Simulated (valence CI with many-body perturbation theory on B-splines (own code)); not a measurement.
# E1 transitions of Sb³⁸⁺

Method: valence CI with perturbative core correlation (CI+MBPT): three valence electrons over a frozen Dirac-Fock core [Ne], radial functions for each j: 11 s, 11 p, 10 d, 8 f, 5 g, 2 h, with the one-electron correlation potential Σ1, the two-electron term Σ2, the three-electron term Σ3, Breit, model QED; selected CI, second order for the rest, scaled by the run's own slope (own B-spline code, finite nucleus).

No measured spectrum was set against this ion. As an estimate, large intervals hold to a few tenths of a per cent, small ones and those within an open d or f shell to about a per cent.

Lines 1 to 50 of 569 in falling wavelength, among levels below 10478 × 10³ cm⁻¹, chosen from the strongest by gf and those to the six lowest levels. Wavelengths and rates use the calculated energies. Electric multipoles are in the length gauge, E1 and E2 with the static RPA response of the core. Weak lines are less certain than strong ones. Lines between different terms over intervals too small for the method are left out, as are lines whose strength nearly cancels. The highest levels of a list are the least certain.

Levels are named by their leading jj configuration (3d3/2^4 stands for four electrons in 3d with j = 3/2), which in mixed levels can hold well under half, so a name can repeat and another be missing. Letters in brackets count levels of one name in rising energy.

| λ vac (Å) | Upper | Lower | A (s⁻¹) | S (a.u.) with core polarisation | S without |
| --- | --- | --- | --- | --- | --- |
| 423.0 | (3s 3p1/2^2) J=1/2 | (3s^2 3p3/2) J=3/2 | 1.19e+07 | 8.86e-04 | 9.05e-04 |
| 290.8 | (3s^2 4p1/2) J=1/2 | (3s^2 4s) J=1/2 | 6.46e+09 | 1.57e-01 | 1.57e-01 |
| 185.8 | (3s^2 4p3/2) J=3/2 | (3s^2 4s) J=1/2 | 2.14e+10 | 2.71e-01 | 2.71e-01 |
| 161.8 | (3p1/2 3p3/2 3d5/2) J=7/2 [b] | (3s 3p3/2 3d5/2) J=5/2 [b] | 3.78e+09 | 6.31e-02 | 6.45e-02 |
| 160.9 | (3s 3p1/2 3p3/2) J=3/2 [a] | (3s^2 3p3/2) J=3/2 | 5.76e+08 | 4.74e-03 | 4.84e-03 |
| 157.0 | (3p1/2 3p3/2 3d5/2) J=9/2 | (3s 3p3/2 3d5/2) J=7/2 [b] | 2.94e+09 | 5.63e-02 | 5.75e-02 |
| 148.5 | (3p1/2 3d3/2^2) J=5/2 | (3s 3d3/2^2) J=3/2 | 5.08e+09 | 4.92e-02 | 5.03e-02 |
| 147.0 | (3p1/2 3d5/2^2) J=7/2 | (3p3/2^2 3d5/2) J=9/2 | 4.45e+09 | 5.58e-02 | 5.70e-02 |
| 142.2 | (3s 3p1/2 3p3/2) J=5/2 | (3s^2 3p3/2) J=3/2 | 4.12e+09 | 3.51e-02 | 3.58e-02 |
| 138.8 | (3s 3p1/2 4s) J=3/2 | (3s^2 4s) J=1/2 | 1.46e+10 | 7.73e-02 | 7.84e-02 |
| 138.6 | (3p1/2 3p3/2 3d5/2) J=9/2 | (3s 3p3/2 3d5/2) J=7/2 [a] | 7.07e+09 | 9.30e-02 | 9.49e-02 |
| 138.0 | (3p1/2 3d3/2 3d5/2) J=7/2 [a] | (3s 3d3/2 3d5/2) J=7/2 [a] | 6.68e+09 | 6.92e-02 | 7.07e-02 |
| 135.8 | (3p1/2 3d3/2 3d5/2) J=9/2 | (3s 3d3/2 3d5/2) J=7/2 [b] | 9.43e+09 | 1.16e-01 | 1.19e-01 |
| 134.1 | (3s 3p1/2^2) J=1/2 | (3s^2 3p1/2) J=1/2 | 8.71e+09 | 2.07e-02 | 2.12e-02 |
| 133.9 | (3p1/2 3d3/2^2) J=1/2 | (3s 3d3/2^2) J=1/2 | 1.76e+10 | 4.16e-02 | 4.25e-02 |
| 133.8 | (3p1/2 3d5/2^2) J=5/2 | (3s 3d5/2^2) J=3/2 | 6.56e+09 | 4.65e-02 | 4.75e-02 |
| 132.0 | (3p1/2 3d3/2 3d5/2) J=5/2 [a] | (3s 3d3/2 3d5/2) J=7/2 [a] | 6.49e+09 | 4.42e-02 | 4.52e-02 |
| 131.4 | (3p1/2 3d3/2 3d5/2) J=9/2 | (3s 3d3/2 3d5/2) J=9/2 | 7.79e+09 | 8.72e-02 | 8.91e-02 |
| 130.0 | (3p1/2^2 3p3/2) J=3/2 | (3s 3p1/2 3p3/2) J=3/2 [b] | 4.81e+09 | 2.09e-02 | 2.13e-02 |
| 129.9 | (3p1/2 3d5/2^2) J=5/2 | (3s 3d5/2^2) J=5/2 | 7.72e+09 | 5.01e-02 | 5.12e-02 |
| 128.2 | (3p1/2 3d5/2^2) J=3/2 | (3s 3d5/2^2) J=5/2 | 1.36e+10 | 5.67e-02 | 5.79e-02 |
| 127.4 | (3p1/2 3p3/2 3d3/2) J=7/2 | (3s 3p3/2 3d3/2) J=7/2 | 7.22e+09 | 5.89e-02 | 6.02e-02 |
| 126.7 | (3p1/2 3p3/2 3d5/2) J=5/2 [b] | (3s 3p3/2 3d5/2) J=7/2 [b] | 7.19e+09 | 4.33e-02 | 4.43e-02 |
| 126.3 | (3p1/2 3d3/2 3d5/2) J=7/2 [a] | (3s 3d3/2^2) J=5/2 | 5.74e+09 | 4.57e-02 | 4.67e-02 |
| 125.4 | (3p1/2 3d5/2^2) J=9/2 | (3p3/2^2 3d5/2) J=7/2 | 1.52e+10 | 1.48e-01 | 1.51e-01 |
| 125.2 | (3p1/2 3d3/2 3d5/2) J=5/2 [b] | (3s 3d3/2 3d5/2) J=5/2 [b] | 6.44e+09 | 3.74e-02 | 3.82e-02 |
| 122.0 | (3s 3p1/2 3p3/2) J=3/2 [b] | (3s^2 3p3/2) J=3/2 | 5.48e+09 | 1.97e-02 | 2.01e-02 |
| 121.7 | (3p1/2 3p3/2^2) J=3/2 [a] | (3s 3p3/2^2) J=5/2 | 1.10e+10 | 3.90e-02 | 3.99e-02 |
| 121.0 | (3p1/2 3d5/2^2) J=9/2 | (3s 3d5/2^2) J=9/2 | 8.74e+09 | 7.63e-02 | 7.79e-02 |
| 120.6 | (3p1/2 3d3/2^2) J=3/2 | (3s 3d3/2^2) J=5/2 | 1.23e+10 | 4.27e-02 | 4.36e-02 |
| 119.8 | (3s 3p1/2 3d5/2) J=5/2 [b] | (3s 3p3/2^2) J=5/2 | 8.12e+09 | 4.14e-02 | 4.23e-02 |
| 119.4 | (3p1/2 3p3/2 3d5/2) J=5/2 [a] | (3s 3p3/2 3d5/2) J=5/2 [a] | 1.19e+10 | 6.02e-02 | 6.15e-02 |
| 119.2 | (3p1/2^2 3d5/2) J=5/2 | (3s 3p1/2 3d5/2) J=5/2 [b] | 1.67e+10 | 8.36e-02 | 8.54e-02 |
| 118.6 | (3p1/2 3d3/2 3d5/2) J=5/2 [b] | (3s 3d3/2 3d5/2) J=3/2 [a] | 7.19e+09 | 3.55e-02 | 3.62e-02 |
| 118.4 | (3p1/2 3d5/2^2) J=7/2 | (3s 3d5/2^2) J=9/2 | 1.09e+10 | 7.13e-02 | 7.28e-02 |
| 117.4 | (3p1/2^2 3d5/2) J=5/2 | (3p1/2 3p3/2^2) J=3/2 [a] | 9.97e+09 | 4.78e-02 | 4.88e-02 |
| 116.4 | (3p1/2 3d3/2 3d5/2) J=7/2 [b] | (3s 3d3/2 3d5/2) J=9/2 | 2.19e+10 | 1.36e-01 | 1.39e-01 |
| 116.4 | (3p1/2 3p3/2 3d5/2) J=5/2 [a] | (3s 3p3/2 3d5/2) J=3/2 [a] | 8.73e+09 | 4.07e-02 | 4.16e-02 |
| 115.2 | (3p1/2 3d3/2 3d5/2) J=3/2 [b] | (3s 3d3/2 3d5/2) J=3/2 [b] | 1.34e+10 | 4.05e-02 | 4.14e-02 |
| 114.5 | (3p1/2 3p3/2 3d5/2) J=5/2 [b] | (3s 3p3/2 3d5/2) J=7/2 [a] | 1.08e+10 | 4.80e-02 | 4.91e-02 |
| 114.0 | (3p1/2 3p3/2 3d5/2) J=7/2 [a] | (3s 3p3/2 3d5/2) J=9/2 | 2.44e+10 | 1.43e-01 | 1.46e-01 |
| 113.7 | (3s 3p1/2 3d3/2) J=3/2 [a] | (3s 3p1/2 3p3/2) J=3/2 [b] | 5.08e+09 | 1.47e-02 | 1.50e-02 |
| 113.0 | (3p1/2^2 3d5/2) J=5/2 | (3s 3p1/2 3d5/2) J=7/2 | 3.19e+10 | 1.36e-01 | 1.39e-01 |
| 112.9 | (3p1/2^2 3p3/2) J=3/2 | (3s 3p1/2 3p3/2) J=5/2 | 2.88e+10 | 8.19e-02 | 8.37e-02 |
| 112.8 | (3s 3p1/2 3p3/2) J=1/2 | (3s^2 3p3/2) J=3/2 | 1.05e+10 | 1.48e-02 | 1.51e-02 |
| 111.9 | (3p1/2^2 3d3/2) J=3/2 | (3s 3p1/2 3d3/2) J=5/2 | 3.43e+10 | 9.50e-02 | 9.70e-02 |
| 110.3 | (3p1/2 3d3/2 3d5/2) J=5/2 [b] | (3s 3d3/2 3d5/2) J=7/2 [a] | 1.64e+10 | 6.51e-02 | 6.65e-02 |
| 110.3 | (3p1/2 3p3/2 3d3/2) J=5/2 [b] | (3s 3p3/2 3d3/2) J=7/2 | 2.35e+10 | 9.32e-02 | 9.53e-02 |
| 110.1 | (3p1/2 3p3/2 3d3/2) J=5/2 [a] | (3p1/2 3p3/2^2) J=5/2 | 9.15e+09 | 3.62e-02 | 3.70e-02 |
| 109.6 | (3d3/2 3d5/2^2) J=9/2 | (3p3/2 3d5/2^2) J=7/2 [b] | 5.96e+09 | 3.87e-02 | 3.95e-02 |
